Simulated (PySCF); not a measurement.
C3HF4, SMILES F/[C]=C/C(F)(F)F, multiplicity 2.

The structure is a stationary point at B3LYP-D3(BJ)/def2-SVP. The isomer is the one that the SMILES or the coordinates give; other isomers of the formula were not compared.

Method: TDA-PBE/def2-SVPD run with PySCF.

Vertical excitations. 

Computed UV-visible absorptions:
| state | energy (eV) | λ (nm) | f | main pairs |
|---|---|---|---|---|
| root 1 | 2.77 | 448 | 0.001 | β HOMO→LUMO 98 % |
| root 2 | 4.82 | 257 | 0.001 | α HOMO−1→LUMO 53 %, β HOMO→LUMO+1 46 % |
| root 3 | 5.12 | 242 | 0.005 | α HOMO→LUMO 97 % |
| root 4 | 5.31 | 234 | 0.001 | β HOMO−1→LUMO 99 % |
| root 5 | 5.33 | 233 | 0.000 | β HOMO−2→LUMO 100 % |
| root 6 | 5.84 | 212 | 0.003 | β HOMO−3→LUMO 100 % |
| root 7 | 6.01 | 206 | 0.001 | β HOMO−4→LUMO 100 % |
| root 8 | 6.92 | 179 | 0.002 | β HOMO−5→LUMO 100 % |
| root 9 | 6.95 | 178 | 0.000 | β HOMO−6→LUMO 100 % |
| root 10 | 7.12 | 174 | 0.027 | α HOMO→LUMO+1 97 % |
Unrestricted roots are not spin-pure.
